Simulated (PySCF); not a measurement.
These are TPSSh-D3(BJ)/def2-TZVP // PBE-D3(BJ)/def2-SVP (PySCF) values and carry that method's errors. All species are isolated molecules in the gas phase. One relaxed conformer stands for a flexible species; it need not be the lowest. 

Reference species: [Zn(H)2] (neutral, multiplicity 1).

- HOMO–LUMO gap: 6.56 eV
- HOMO: -7.49 eV
- charge on the central atom (meta-Löwdin): 0.88 e
- charge on the central atom (Mulliken): 0.11 e

Changed species: [Zn(NH2)2] (0 of 2 NH2 replaced by H; the reference has 2 of 2 NH2 replaced by H).

Q: Give the shifts of the HOMO–LUMO gap, HOMO, charge on the central atom (meta-Löwdin) and charge on the central atom (Mulliken).

A: the HOMO–LUMO gap falls by 1.21 eV, to 5.35 eV; the HOMO goes up by 1.40 eV, to -6.09 eV; the charge on the central atom (meta-Löwdin) rises by 0.24 e, to 1.12 e; the charge on the central atom (Mulliken) increases by 0.32 e, to 0.43 e.
